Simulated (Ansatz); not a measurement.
B2F4H4N2, SMILES `F[B-]1(F)[NH2+][B-](F)(F)[NH2+]1`. The species carries charge 0 and has multiplicity 1.

```xyz
12

F    -0.5863   -2.0190   -0.5247
B    -0.2305   -0.7334   -0.8012
F    -0.1744   -0.4009   -2.1210
N     1.1070   -0.3138   -0.0312
B     0.2307    0.7343    0.8003
F     0.1758    0.4059    2.1212
F     0.5862    2.0190    0.5195
N    -1.1073    0.3127    0.0324
H     1.5204   -1.0519    0.5261
H     1.8174    0.1050   -0.6196
H    -1.8156   -0.1081    0.6220
H    -1.5234    1.0502   -0.5237
```

(1) What are the harmonic wavenumbers in cm⁻¹ at PBE0-D4/def2-TZVP (Ansatz, finite differences of forces, unscaled)? (Best estimate.)

(2) Is this a minimum?

(3) Give the ideal-gas thermochemistry at 298.15 K and 1 bar (rigid rotor, harmonic oscillator; point group D2h, symmetry number 4).

(4) Rotational constants (cm⁻¹)?

## Answers

(1) The calculation gave: 59, 206, 273, 276, 342, 383, 404, 426, 518, 596, 671, 682, 742, 785, 836, 914, 927, 960, 1014, 1031, 1146, 1182, 1339, 1339, 1586, 1607, 3539, 3541, 3624, 3625.

(2) Yes, all 30 modes are real.

(3) Zero-point energy 206.8 kJ/mol; H(298) − E = 229.0 kJ/mol; entropy 346.8 J/(mol·K), of which translation 169.5, rotation 106.8, vibration 70.5; G(298) − E = 125.6 kJ/mol. Modes under 100 cm⁻¹ are hindered rotations or soft bends, so the harmonic entropy is rough.

(4) 0.1099, 0.05091, 0.04367.
